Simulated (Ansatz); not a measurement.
Level of theory: B3LYP-D3(BJ)/def2-TZVP in Ansatz (a first-principles code). No frequencies were computed at this level.

Ansatz 0.2 input:
```yaml
crystal:
  periodic: [false, false, false]
  atoms:
    - { symbol: B, position_ang: [1.59254, 0.267493, 0.309301] }
    - { symbol: C, position_ang: [0.359292, 0.314237, -0.315999] }
    - { symbol: C, position_ang: [-0.963027, -0.314242, 0.045695] }
    - { symbol: H, position_ang: [2.630469, 0.25243, 0.797036] }
    - { symbol: H, position_ang: [0.28694, 0.895475, -1.234059] }
    - { symbol: H, position_ang: [-1.726278, 0.453619, 0.180253] }
    - { symbol: H, position_ang: [-0.882442, -0.886272, 0.966829] }
    - { symbol: H, position_ang: [-1.297494, -0.982737, -0.749053] }
basis:
  gaussian: { orbitals: def2-tzvp }
hamiltonian:
  xc: b3lyp
  dispersion: d3bj
relax:
  max_steps: 150
```

Output:

```
Functional definition: B3LYP
749 factors; their error is unknown
mean field evaluation 1: about -2820.5787 eV, gradient 6.6e1 eV
mean field evaluation 2: about -2795.4084 eV, gradient 1.1e2 eV
mean field evaluation 4: about -2830.9690 eV, gradient 7.5e0 eV
mean field evaluation 8: about -2831.1358 eV, gradient 1.5e-1 eV
mean field evaluation 16: about -2831.1224 eV, gradient 1.1e-4 eV
mean field -2831.12244696 eV, -104.0418309220 hartree, gradient 8.6e-6 eV, S^2 0.000000; 0 other end points of the search recorded, 0 dependent functions left out
reference -2831.12270025 eV, -104.0418402305 hartree; 11, 11 occupied and 112, 112 virtual orbitals, 749 factors
relax step   1: F+E_penalty+E_count = -2831.32390481 eV  Δ(F+E_penalty+E_count) = +0.000e0 eV  max|allowed force component| = 9.322e-1 eV/Å  Δτ_max = 0.0000 Å  (28 SCF iters, accepted)
these checks for a lower state are left out or cut short: starts, cluster_reference, orbital_swaps, neighbouring_geometries, increment
749 factors; their error is unknown
mean field -2831.14296163 eV, -104.0425848221 hartree, gradient 8.8e-6 eV, S^2 0.000000; 0 other end points of the search recorded, 0 dependent functions left out
reference -2831.14321517 eV, -104.0425941397 hartree; 11, 11 occupied and 112, 112 virtual orbitals, 749 factors
relax step   2: F+E_penalty+E_count = -2831.34418992 eV  Δ(F+E_penalty+E_count) = -2.029e-2 eV  max|allowed force component| = 1.971e-1 eV/Å  Δτ_max = 0.0325 Å  (31 SCF iters, accepted)
these checks for a lower state are left out or cut short: starts, cluster_reference, orbital_swaps, neighbouring_geometries, increment
749 factors; their error is unknown
mean field evaluation 32: about -2831.1458 eV, gradient 8.8e-6 eV
mean field -2831.14581611 eV, -104.0426897224 hartree, gradient 8.8e-6 eV, S^2 0.000000; 0 other end points of the search recorded, 0 dependent functions left out
reference -2831.14606983 eV, -104.0426990464 hartree; 11, 11 occupied and 112, 112 virtual orbitals, 749 factors
relax step   3: F+E_penalty+E_count = -2831.34704565 eV  Δ(F+E_penalty+E_count) = -2.856e-3 eV  max|allowed force component| = 1.094e-1 eV/Å  Δτ_max = 0.0199 Å  (31 SCF iters, accepted)
these checks for a lower state are left out or cut short: starts, cluster_reference, orbital_swaps, neighbouring_geometries, increment
749 factors; their error is unknown
mean field -2831.14619053 eV, -104.0427034820 hartree, gradient 8.8e-6 eV, S^2 0.000000; 0 other end points of the search recorded, 0 dependent functions left out
reference -2831.14644434 eV, -104.0427128096 hartree; 11, 11 occupied and 112, 112 virtual orbitals, 749 factors
relax step   4: F+E_penalty+E_count = -2831.34740333 eV  Δ(F+E_penalty+E_count) = -3.577e-4 eV  max|allowed force component| = 1.754e-2 eV/Å  Δτ_max = 0.0072 Å  (32 SCF iters, accepted)
these checks for a lower state are left out or cut short: starts, cluster_reference, orbital_swaps, neighbouring_geometries, increment
749 factors; their error is unknown
mean field -2831.14631779 eV, -104.0427081589 hartree, gradient 8.8e-6 eV, S^2 0.000000; 0 other end points of the search recorded, 0 dependent functions left out
reference -2831.14657178 eV, -104.0427174930 hartree; 11, 11 occupied and 112, 112 virtual orbitals, 749 factors
relax step   5: F+E_penalty+E_count = -2831.34735853 eV  Δ(F+E_penalty+E_count) = +4.480e-5 eV  max|allowed force component| = 8.086e-2 eV/Å  Δτ_max = 0.0139 Å  (31 SCF iters, rejected (line search))
these checks for a lower state are left out or cut short: starts, cluster_reference, orbital_swaps, neighbouring_geometries, increment
749 factors; their error is unknown
mean field -2831.14640202 eV, -104.0427112543 hartree, gradient 8.8e-6 eV, S^2 0.000000; 0 other end points of the search recorded, 0 dependent functions left out
reference -2831.14665593 eV, -104.0427205852 hartree; 11, 11 occupied and 112, 112 virtual orbitals, 749 factors
relax step   6: F+E_penalty+E_count = -2831.34754028 eV  Δ(F+E_penalty+E_count) = -1.369e-4 eV  max|allowed force component| = 5.538e-3 eV/Å  Δτ_max = 0.0068 Å  (32 SCF iters, accepted)
these checks for a lower state are left out or cut short: starts, cluster_reference, orbital_swaps, neighbouring_geometries, increment
749 factors; their error is unknown
mean field -2831.14669570 eV, -104.0427220467 hartree, gradient 8.9e-6 eV, S^2 0.000000; 0 other end points of the search recorded, 0 dependent functions left out
reference -2831.14694972 eV, -104.0427313820 hartree; 11, 11 occupied and 112, 112 virtual orbitals, 749 factors
relax step   7: F+E_penalty+E_count = -2831.34766405 eV  Δ(F+E_penalty+E_count) = -1.238e-4 eV  max|allowed force component| = 9.884e-3 eV/Å  Δτ_max = 0.0163 Å  (31 SCF iters, accepted)
749 factors; their error is unknown
mean field evaluation 64: about -2831.1467 eV, gradient 1.7e-4 eV
mean field -2831.14669570 eV, -104.0427220467 hartree, gradient 8.8e-6 eV, S^2 0.000000; 1 other end points of the search recorded, 0 dependent functions left out
reference -2831.14694972 eV, -104.0427313820 hartree; 11, 11 occupied and 112, 112 virtual orbitals, 749 factors
Total energy: -2831.34791807 eV, -104.0501168326 hartree
Atom 0 at     1.580940     0.273033     0.298293 Å, force    -0.000644    -0.002530     0.000578 eV/Å
Atom 1 at     0.352148     0.310926    -0.319993 Å, force     0.007780     0.009884     0.004582 eV/Å
Atom 2 at    -0.968005    -0.317368     0.048355 Å, force    -0.008563    -0.004626    -0.006010 eV/Å
Atom 3 at     2.642880     0.267461     0.790192 Å, force     0.000790     0.000389    -0.001155 eV/Å
Atom 4 at     0.349531     0.907415    -1.236544 Å, force    -0.002506    -0.004232     0.001933 eV/Å
Atom 5 at    -1.739210     0.443905     0.193763 Å, force     0.002613    -0.002055    -0.001676 eV/Å
Atom 6 at    -0.900030    -0.898633     0.967970 Å, force     0.002617     0.002064    -0.003263 eV/Å
Atom 7 at    -1.318255    -0.986737    -0.742033 Å, force    -0.002088     0.001105     0.005010 eV/Å
Dipole moment:     0.030587    -0.010210     0.030531 e Å
```

Cost: very roughly 12 core-seconds.
